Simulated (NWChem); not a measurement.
ZrH$_{2}$O$_{2}$Cl$_{2}$; SMILES [OH][Zr]([OH])([Cl])[Cl]

```xyz
7

Zr    -0.2722     0.0001     0.0000
Cl     1.0727     1.9458     0.0000
Cl     1.0742    -1.9446     0.0000
O     -1.3537    -0.0008    -1.5553
H     -1.9751    -0.0056    -2.2834
O     -1.3537    -0.0008     1.5553
H     -1.9751    -0.0056     2.2834
```
Atoms are numbered in this order, from 1.

All runs use the structure optimised with PBE0/def2-SVP. Not confirmed as a minimum by frequencies. def2 effective core potentials on Zr; no spin-orbit coupling.

Symmetry labels are those of Cs in the frame above (b1 and b2, or b-type labels, depend on it).

Question: List the 4 lowest vertical singlet excitations from PBE/def2-SVPD with def2 effective core potentials on Zr, TDA (NWChem).

Answer: 
```csv
state,energy (eV),oscillator strength,symmetry,leading excitation (squared amplitude)
S1,5.51,0.000,a",HOMO−1 → LUMO (1.00)
S2,5.59,0.000,a",HOMO−2 → LUMO (0.87)
S3,5.67,0.023,a',HOMO → LUMO (0.68)
S4,5.72,0.003,a",HOMO → LUMO+1 (0.86)
```
